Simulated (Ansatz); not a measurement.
Results of the Gaussian-basis code of Ansatz.

Basis-set series for C₂H₁₀BNSi, SMILES `BN[SiH](C)C`. Charge 0, multiplicity 1. All single points use the PBE0-D4/def2-TZVP geometry. It is one conformer, not always the lowest.

```
functional       basis  functions  energy (Eh)  HOMO (eV)  LUMO (eV)
   PBE0-D4  def2-TZVPP        306   -451.15871      -8.12       0.00
   PBE0-D4  def2-QZVPP        598   -451.17856      -8.13      -0.08
   ωB97M-V  def2-TZVPP        306   -451.36346     -10.40       1.79
   ωB97M-V  def2-QZVPP        598   -451.38212     -10.41       1.49
```

Problem. Give the rows for def2-SVP. (An estimate is asked.)

Solution. The calculation gave: 
```json
{"functional": "PBE0-D4", "basis": "def2-SVP", "functions": "124", "energy (Eh)": "-450.87289", "HOMO (eV)": "-8.06", "LUMO (eV)": "0.26"}
{"functional": "ωB97M-V", "basis": "def2-SVP", "functions": "124", "energy (Eh)": "-451.06540", "HOMO (eV)": "-10.32", "LUMO (eV)": "2.30"}
```

Positive LUMOs are unbound and depend on the basis.
